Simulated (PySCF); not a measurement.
Positional isomers: benzothiophene boryl+boryl. All species are isolated molecules in the gas phase. One relaxed conformer stands for each flexible species; it need not be the lowest. Strings in code marks are SMILES.

All values below come from PBE0-D4/def2-TZVP // PBE0-D4/def2-SVP run with PySCF. All candidates: neutral, multiplicity 1. Excitations are Tamm–Dancoff values on a coarser integration grid. The basis has no diffuse functions, so Rydberg states are missing or too high.

```yaml
HOMO–LUMO gap: 4.39 eV
LUMO: -2.50 eV
S1 excitation (TDA): 3.77 eV
```

Q: Which member has these values?
A) `Bc1cc(B)c2ccsc2c1`
B) `Bc1ccc2scc(B)c2c1`
C) `Bc1csc2c(B)cccc12`
D) `Bc1ccc2c(B)csc2c1`

A: A, `Bc1cc(B)c2ccsc2c1`. The others give `Bc1ccc2c(B)csc2c1`: 4.62 eV, -2.32 eV, 3.99 eV; `Bc1csc2c(B)cccc12`: 4.62 eV, -2.32 eV, 3.97 eV; `Bc1ccc2scc(B)c2c1`: 4.67 eV, -2.25 eV, 4.04 eV
